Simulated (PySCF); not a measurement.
Br4Ti, singlet, at a GFN2-xTB geometry (such geometries of metal compounds can be far from the true shape); SVWN5/STO-3G run with PySCF.

Here is a job for PySCF.
```python
from pyscf import gto, scf, dft

mol = gto.Mole()
mol.atom = '''
    Ti    0.000000   -0.000000   -0.000000
    Br    1.837950   -0.531399   -1.351868
    Br    0.722307    0.336398    2.202975
    Br   -1.015478    1.955289   -0.796014
    Br   -1.544778   -1.760289   -0.055093
'''
mol.basis = 'sto-3g'
mol.charge = 0
mol.spin = 0
mol.verbose = 4
mol.build()

mf = dft.RKS(mol)
mf.xc = 'lda,vwn'
mf.grids.becke_scheme = dft.gen_grid.stratmann
mf.kernel()
mf.analyze()
```

Task: What does PySCF print? Leave out banner, timings and long lists.

Result: 
```
PySCF version 2.14.0

[INPUT] verbose = 4
[INPUT] num. atoms = 5
[INPUT] num. electrons = 162
[INPUT] charge = 0
[INPUT] spin (= nelec alpha-beta = 2S) = 0
[INPUT] symmetry False subgroup None
[INPUT] Mole.unit = angstrom
[INPUT] Symbol           X                Y                Z      unit          X                Y                Z       unit  Magmom
[...]
nuclear repulsion = 1712.44787760734
number of shells = 40
number of NR pGTOs = 270
number of NR cGTOs = 90
basis = sto-3g
ecp = {}

******** <class 'pyscf.dft.rks.RKS'> ********
method = RKS
initial guess = minao
damping factor = 0
level_shift factor = 0
DIIS = <class 'pyscf.scf.diis.CDIIS'>
diis_start_cycle = 1
diis_space = 8
diis_damp = 0
SCF conv_tol = 1e-09
SCF conv_tol_grad = None
SCF max_cycles = 50
direct_scf = True
direct_scf_tol = 1e-13
XC library pyscf.dft.libxc version 7.1.2
    S. Lehtola, C. Steigemann, M. J. T. Oliveira, and M. A. L. Marques,  SoftwareX 7, 1–5 (2018)
XC functionals = lda,vwn
    P. A. M. Dirac,  Math. Proc. Cambridge Philos. Soc. 26, 376 (1930)
    F. Bloch,  Z. Phys. 57, 545 (1929)
    S. H. Vosko, L. Wilk, and M. Nusair,  Can. J. Phys. 58, 1200 (1980)
radial grids:
    Treutler-Ahlrichs [JCP 102, 346 (1995); DOI:10.1063/1.469408] (M4) radial grids

becke partition: Stratmann, Scuseria, Frisch. CPL, 257, 213 (1996); DOI:10.1016/0009-2614(96)00600-8
pruning grids: <function nwchem_prune>
grids dens level: 3
symmetrized grids: False
atomic radii adjust function: <function treutler_atomic_radii_adjust>
small_rho_cutoff = 0
Set gradient conv threshold to 3.16228e-05
Initial guess from minao.
tot grids = 102600
init E= -10993.6690780681
[...]
cycle= 1 E= -11007.9217370181  delta_E= -14.3  |g|= 0.555  |ddm|= 3.18
[...]
cycle= 2 E= -11004.6446971711  delta_E= 3.28  |g|= 3.61  |ddm|= 4.05
[...]
cycle= 3 E= -11008.0194535807  delta_E= -3.37  |g|= 0.214  |ddm|= 3.13
[...]
cycle= 4 E= -11008.034104338  delta_E= -0.0147  |g|= 0.0329  |ddm|= 0.312
[...]
cycle= 5 E= -11008.0344796877  delta_E= -0.000375  |g|= 0.00183  |ddm|= 0.0462
[...]
cycle= 6 E= -11008.034480801  delta_E= -1.11e-06  |g|= 0.000208  |ddm|= 0.00213
[...]
cycle= 7 E= -11008.0344808162  delta_E= -1.52e-08  |g|= 3.37e-06  |ddm|= 0.000282
[...]
cycle= 8 E= -11008.0344808162  delta_E= -2.55e-11  |g|= 9.62e-07  |ddm|= 5.63e-06
[...]
Extra cycle  E= -11008.0344808162  delta_E= 1.64e-11  |g|= 2.41e-06  |ddm|= 6.28e-06
converged SCF energy = -11008.0344808162
**** SCF Summaries ****
Total Energy =                      -11008.034480816198993
Nuclear Repulsion Energy =            1712.447877607338114
One-electron Energy =               -18814.648817128116207
Two-electron Energy =                 6094.166458704579782
Two-electron Coulomb Energy =         6486.475243501305158
DFT Exchange-Correlation Energy =     -392.308784796725206
HOMO-LUMO gap [eV] =                     5.101637022677416
**** MO energy ****
[...]
 ** Mulliken pop on meta-lowdin orthogonal AOs  **
 ** Mulliken pop  **
 ** Mulliken atomic charges  **
charge of    0Ti =      0.72776
charge of    1Br =     -0.18194
charge of    2Br =     -0.18194
charge of    3Br =     -0.18194
charge of    4Br =     -0.18194
Dipole moment(X, Y, Z, Debye): -0.00001,  0.00002,  0.00001
```
